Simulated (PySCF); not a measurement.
Bond curve of CdSi

Set-up: Cd x2c-TZVPPall, Si x2c-TZVPPall; spin-free X2C with a Gaussian nucleus (PySCF 2.14). Energies in eV from Cd + Si in their ground configurations at the same level. State: ³Σ⁻ (triplet), unpaired electrons π ↑↑.

All columns are PBE0. A positive dipole means Cd(−)Si(+).

```
R (Å)  E (eV)  μ (D)  Mulliken charge on Cd (basis-dependent)  HOMO (eV)  LUMO (eV)  Mayer bond order  ⟨S²⟩
2.213  -0.387  -2.52                                     0.25      -5.46      -2.69              1.60  2.01
2.316  -0.644  -2.60                                     0.24      -5.38      -2.76              1.46  2.02
2.419  -0.779  -2.64                                     0.25      -5.32      -2.83              1.34  2.02
2.496  -0.824  -2.66                                     0.25      -5.28      -2.87              1.25  2.02
2.573  -0.835  -2.66                                     0.25      -5.24      -2.91              1.16  2.02
2.650  -0.821  -2.65                                     0.25      -5.21      -2.95              1.07  2.02
2.753  -0.777  -2.63                                     0.24      -5.19      -2.99              0.97  2.02
2.882  -0.698  -2.56                                     0.23      -5.17      -3.04              0.84  2.02
3.036  -0.591  -2.44                                     0.21      -5.16      -3.08              0.71  2.02
3.242  -0.453  -2.23                                     0.18      -5.19      -3.13              0.55  2.02
```

A fit through these points gives, at Re = 2.564 Å, μ = -2.66 D and dμ/dR = 0.00607 D/Å; the reduced mass is 22.46 u.

**Question.** How strong is the fundamental in the double-harmonic approximation, I = 42.26·(dμ/dR)²/μred km/mol?

**Answer.** I = 42.26·(0.00607)²/22.46 = 6.93e-05 km/mol at PBE0.

Spin–orbit coupling is left out. The state is the lowest determinant that a PBE0 search found; another state may lie lower at other levels.
